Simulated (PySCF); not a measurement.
AlI3, charge -1, doublet, geometry from GFN2-xTB (such geometries of metal compounds can be far from the true shape) (a state made from the parent by changing its charge; the spin is typed, not shown lowest) (core potentials on I). Base run: DF-PBE0/def2-SVP (PySCF).

PySCF was given this input:
```python
from pyscf import gto, scf, dft

mol = gto.M(
    atom='''
Al   -0.00005548   -0.01804802    0.00950175
I    -2.21432464   -1.52782833   -0.06927200
I     0.00722505    2.35047760   -1.23745696
I     2.20711320   -0.81822240    1.30439834
''',
    basis='def2-svp',
    ecp={'I': 'def2-svp'},
    charge=-1,
    spin=1,
    verbose=4,
)

mf = dft.UKS(mol)
mf.xc = 'pbe0'
mf = mf.density_fit(auxbasis='def2-universal-jkfit')
mf.kernel()
```

Each row names what was changed in the base input (with any setting that the change needs).

```json
[
 {"change": "base", "ΔE vs base (µEh)": "0.0", "SCF cycles": "11", "<S^2>": "0.754", "outcome": "converged"},
 {"change": "level_shift = 0.1 (with mf.max_cycle = 100)", "ΔE vs base (µEh)": "0.0", "SCF cycles": "13", "<S^2>": "0.754", "outcome": "converged"},
 {"change": "solver = newton", "ΔE vs base (µEh)": "0.0", "SCF cycles": "-", "<S^2>": "0.754", "outcome": "converged"},
 {"change": "conv_tol_grad = 1e-3", "ΔE vs base (µEh)": "0.0", "SCF cycles": "11", "<S^2>": "0.754", "outcome": "converged"},
 {"change": "diis_space = 20", "ΔE vs base (µEh)": "0.0", "SCF cycles": "11", "<S^2>": "0.754", "outcome": "converged"},
 {"change": "conv_tol_grad = 1e-7", "ΔE vs base (µEh)": "0.0", "SCF cycles": "15", "<S^2>": "0.754", "outcome": "converged"},
 {"change": "init_guess = atom", "ΔE vs base (µEh)": "0.0", "SCF cycles": "9", "<S^2>": "0.754", "outcome": "converged"},
 {"change": "DIIS = EDIIS", "ΔE vs base (µEh)": "-", "SCF cycles": "50", "<S^2>": "-", "outcome": "not converged"},
 {"change": "diis_space = 4", "ΔE vs base (µEh)": "0.0", "SCF cycles": "13", "<S^2>": "0.754", "outcome": "converged"},
 {"change": "diis_space = 12", "ΔE vs base (µEh)": "0.0", "SCF cycles": "11", "<S^2>": "0.754", "outcome": "converged"},
 {"change": "init_guess = huckel", "ΔE vs base (µEh)": "0.0", "SCF cycles": "11", "<S^2>": "0.754", "outcome": "converged"},
 {"change": "init_guess = 1e", "ΔE vs base (µEh)": "0.0", "SCF cycles": "13", "<S^2>": "0.754", "outcome": "converged"},
 {"change": "init_guess = sap", "ΔE vs base (µEh)": "0.0", "SCF cycles": "23", "<S^2>": "0.754", "outcome": "converged"}
]
```

Open shells are given as the SCF converged; they aren't shown to be the lowest states, and a large step between rows can be another state.
